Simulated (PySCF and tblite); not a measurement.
Results of a calculation; reference values are marked as such.
System: 2-acetylfuran, C₆H₆O₂, numbered as in [CH3:1][C:2](=[O:3])[c:4]1[cH:5][cH:6][cH:7][o:8]1.

Level: BP86/pcSseg-1 + D3(BJ) on GFN2-xTB stationary points, with GFN2-xTB thermal terms. Rates follow Eyring's equation with the number of equivalent paths and no tunnelling. Programs: tblite and PySCF.

Task: How high is the barrier to the rotation about the C4–C2 bond (torsion C5–C4–C2–C1 from -180° to 0°, rising), through which structure does it pass, and what rate follows at 298 K?

Result: The electronic barrier is 11.6 kcal/mol and ΔG‡(298 K) 11.8 kcal/mol, over a C1 saddle with an imaginary mode of 88i cm⁻¹ (GFN2-xTB). With 2 equivalent paths, k is 3×10⁴ s⁻¹, a mean lifetime of the start of 34 µs against this motion. The end lies 2.1 kcal/mol above the start in free energy.
